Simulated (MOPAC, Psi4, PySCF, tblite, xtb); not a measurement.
Dimer C2H6O ··· CHN (SMILES COC and C#N), singlet at R = 4.39 Å between the centres of mass, closest contact 2.83 Å (a random orientation, not optimised). Geometry in Å and degrees:

```
C
H 1 1.0889
H 1 1.0983 2 109.03
H 1 1.0983 2 109.03 3 118.11
O 1 1.4093 2 107.47 4 120.94
C 5 1.4092 1 112.50 2 -179.99
H 6 1.0889 5 107.47 1 179.97
H 6 1.0983 7 109.04 5 -120.94
H 6 1.0983 7 109.03 8 -118.12
C 4 2.8258 1 155.26 2 -130.96
N 10 1.1462 4 87.68 1 94.96
H 10 1.0667 4 92.32 1 -85.04
```

Levels: GFN2-xTB (tblite); SAPT0/jun-cc-pVDZ, frozen core (Psi4); BLYP/def2-TZVP, counterpoise-corrected (Psi4); BLYP-D3(BJ)/def2-TZVP, counterpoise-corrected (Psi4); PBE/def2-TZVP, counterpoise-corrected (Psi4); PBE-D3(BJ)/def2-TZVP, counterpoise-corrected (Psi4); HF/aug-cc-pVDZ, counterpoise-corrected (Psi4); MP2/aug-cc-pVDZ = Psi4 with DF-MP2/aug-cc-pVDZ, frozen core, counterpoise-corrected; SCS-MP2/aug-cc-pVDZ = DF-SCS-MP2/aug-cc-pVDZ, frozen core, counterpoise-corrected run with Psi4; PM7, restricted, heats of formation (MOPAC); PM3, restricted, heats of formation (MOPAC); GFN1-xTB (xtb); RKS-B3LYP/6-31G* = restricted B3LYP/6-31G*, spherical d, no counterpoise correction run with PySCF; RHF/3-21G = PySCF 2.14.0 with restricted Hartree-Fock/3-21G, no counterpoise correction; RKS-B3LYP/LANL2DZ = restricted B3LYP/LANL2DZ, no counterpoise correction run with PySCF; RHF/6-31G* = restricted Hartree-Fock/6-31G*, spherical d, no counterpoise correction (PySCF).

Question: What interaction energy does each level give?

Answer: 
```json
[
 {"method": "GFN1-xTB", "E_int / kcal/mol": "-0.71"},
 {"method": "PBE-D3(BJ)/def2-TZVP", "E_int / kcal/mol": "-0.61"},
 {"method": "PM7", "E_int / kcal/mol": "-0.56"},
 {"method": "GFN2-xTB", "E_int / kcal/mol": "-0.40"},
 {"method": "BLYP-D3(BJ)/def2-TZVP", "E_int / kcal/mol": "-0.29"},
 {"method": "MP2/aug-cc-pVDZ", "E_int / kcal/mol": "-0.14"},
 {"method": "PM3", "E_int / kcal/mol": "0.10"},
 {"method": "SCS-MP2/aug-cc-pVDZ", "E_int / kcal/mol": "0.11"},
 {"method": "RKS-B3LYP/6-31G*", "E_int / kcal/mol": "0.12"},
 {"method": "PBE/def2-TZVP", "E_int / kcal/mol": "0.12"},
 {"method": "RHF/3-21G", "E_int / kcal/mol": "0.13"},
 {"method": "SAPT0/jun-cc-pVDZ", "E_int / kcal/mol": "0.13"},
 {"method": "RKS-B3LYP/LANL2DZ", "E_int / kcal/mol": "0.36"},
 {"method": "RHF/6-31G*", "E_int / kcal/mol": "0.54"},
 {"method": "BLYP/def2-TZVP", "E_int / kcal/mol": "0.95"},
 {"method": "HF/aug-cc-pVDZ", "E_int / kcal/mol": "0.97"}
]
```
